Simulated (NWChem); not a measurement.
System meant: MgICl; SMILES [I][Mg][Cl]

NWChem input:

```
start job
memory heap 200 mb stack 900 mb global 1100 mb
geometry units angstroms noautoz
  Mg     0.049463     1.179432     0.000000
  Cl     0.013440     3.375467     0.000000
  I      0.090750    -1.365947     0.000000
end
basis spherical
  * library def2-svp
end
ecp
  I library def2-ecp
end
dft
  xc pbe0
  iterations 4
  mulliken
end
task dft energy
```

End of the output:

```
    Atom       Charge   Shell Charges
 -----------   ------   -------------------------------------------------------
    1 Mg  12    12.26   2.00  1.94  0.48  0.16  5.84  0.61  0.51  0.72
    2 Cl  17    16.91   2.00  1.96  1.01  0.72  5.82  2.24  3.15  0.01
    3 I   25    24.83   1.25  0.73  0.99  0.71  2.77  3.19  2.50  2.67  9.48  0.53

 center of mass
 --------------
 x =   0.00000000 y =   0.00000000 z =  -0.25491167

 moments of inertia (a.u.)
 ------------------
        2374.093565440597           0.000000000000           0.000000000000
           0.000000000000        2374.093565440597           0.000000000000
           0.000000000000           0.000000000000           0.000000000000

     Multipole analysis of the density
     ---------------------------------

     L   x y z        total         alpha         beta         nuclear
     -   - - -        -----         -----         ----         -------
     0   0 0 0     -0.000000    -27.000000    -27.000000     54.000000

     1   1 0 0      0.000000      0.000000      0.000000      0.000000
     1   0 1 0     -0.000000     -0.000000     -0.000000      0.000000
     1   0 0 1     -0.196023    -35.963316    -35.963316     71.730609

     2   2 0 0    -36.165434    -18.082717    -18.082717      0.000000
     2   1 1 0     -0.000000     -0.000000     -0.000000      0.000000
     2   1 0 1     -0.000000     -0.000000     -0.000000      0.000000
     2   0 2 0    -36.165434    -18.082717    -18.082717      0.000000
     2   0 1 1      0.000000      0.000000      0.000000      0.000000
     2   0 0 2    -46.989722   -483.965749   -483.965749    920.941776

 ------------------------------------------------------------------------
 dft energy failed                                                                                  0
 ------------------------------------------------------------------------
 ------------------------------------------------------------------------
  current input line :
    19: task dft energy
 ------------------------------------------------------------------------
 ------------------------------------------------------------------------
 This type of error is most commonly associated with calculations not reaching convergence criteria
 ------------------------------------------------------------------------
 For more information see the NWChem manual at https://nwchemgit.github.io

0:dft energy failed:Received an Error in Communication
```

Problem. Find the fault in this run and fix the input.

Solution. Convergence was not reached. Cause: the SCF was allowed too few iterations. This input runs:
```
start job
memory heap 200 mb stack 900 mb global 1100 mb
geometry units angstroms noautoz
  Mg     0.049463     1.179432     0.000000
  Cl     0.013440     3.375467     0.000000
  I      0.090750    -1.365947     0.000000
end
basis spherical
  * library def2-svp
end
ecp
  I library def2-ecp
end
dft
  xc pbe0
  iterations 150
  mulliken
end
task dft energy
```
It converges to -957.66937 Ha (PBE0/def2-SVP with def2 effective core potentials on I).
